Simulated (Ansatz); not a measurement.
The inner images of a band of AlH$_{4}$NS$_{2}$ (8 atoms, charge 0, multiplicity 1) are given out of order.

The calculation used RKS B3LYP-D4/def2-SVP (Ansatz 0.2.0).

Initial state:

```xyz
8
Properties=species:S:1:pos:R:3
N -0.552 1.126 0.135
Al 0.231 -0.449 -0.062
S 2.414 -0.667 -0.035
S -0.927 -2.291 -0.347
H -0.078 1.986 0.394
H -1.543 1.307 0.005
H 2.641 0.658 -0.195
H -2.094 -1.728 0.049
```

Final state:

```xyz
8
Properties=species:S:1:pos:R:3
N -0.725 1.330 0.157
Al 0.265 -0.110 -0.115
S 2.445 0.110 -0.210
S -0.634 -2.098 -0.360
H -0.354 2.240 0.413
H -1.734 1.386 0.060
H 2.676 -1.219 -0.088
H -1.848 -1.696 0.088
```

Question: Put them in order from the first end to the last, with their energies above the first end.
A.
```xyz
8
Properties=species:S:1:pos:R:3
N -0.647 0.902 0.805
Al 0.275 -0.348 -0.038
S 2.480 -0.395 0.090
S -0.745 -1.890 -1.214
H -0.221 1.611 1.396
H -1.656 1.016 0.795
H 2.599 0.477 -0.942
H -1.992 -1.431 -0.948
```
B.
```xyz
8
Properties=species:S:1:pos:R:3
N -0.593 1.055 0.487
Al 0.255 -0.406 -0.040
S 2.450 -0.572 0.023
S -0.840 -2.148 -0.795
H -0.152 1.832 0.968
H -1.590 1.224 0.397
H 2.624 0.612 -0.611
H -2.063 -1.655 -0.485
```
C.
```xyz
8
Properties=species:S:1:pos:R:3
N -0.620 0.986 0.654
Al 0.267 -0.380 -0.036
S 2.468 -0.492 0.058
S -0.792 -2.030 -1.014
H -0.185 1.726 1.197
H -1.623 1.133 0.604
H 2.608 0.557 -0.788
H -2.030 -1.558 -0.732
```
D.
```xyz
8
Properties=species:S:1:pos:R:3
N -0.729 0.685 1.107
Al 0.278 -0.191 -0.050
S 2.459 0.029 0.104
S -0.600 -1.476 -1.599
H -0.360 1.372 1.758
H -1.732 0.592 1.229
H 2.643 -0.015 -1.236
H -1.866 -1.053 -1.369
```
E.
```xyz
8
Properties=species:S:1:pos:R:3
N -0.569 1.103 0.308
Al 0.242 -0.429 -0.049
S 2.430 -0.630 -0.010
S -0.887 -2.237 -0.563
H -0.116 1.922 0.702
H -1.560 1.285 0.182
H 2.637 0.644 -0.417
H -2.086 -1.715 -0.210
```
F.
```xyz
8
Properties=species:S:1:pos:R:3
N -0.694 0.802 0.966
Al 0.279 -0.280 -0.036
S 2.475 -0.200 0.137
S -0.669 -1.700 -1.414
H -0.283 1.501 1.578
H -1.706 0.836 1.022
H 2.617 0.239 -1.136
H -1.927 -1.255 -1.173
```
G.
```xyz
8
Properties=species:S:1:pos:R:3
N -0.747 0.558 1.210
Al 0.275 -0.056 -0.097
S 2.439 0.285 0.003
S -0.555 -1.148 -1.813
H -0.400 1.101 1.995
H -1.747 0.417 1.303
H 2.670 -0.253 -1.217
H -1.843 -0.961 -1.439
```

Answer: E (+0.2 kcal/mol), B (+0.8 kcal/mol), C (+1.4 kcal/mol), A (+1.6 kcal/mol), F (+1.0 kcal/mol), D (-0.1 kcal/mol), G (-0.5 kcal/mol).

Time of the run: 5.3 min on 1 thread of Intel(R) Xeon(R) Processor @ 2.70GHz (shared host), peak memory 0.19 GiB.
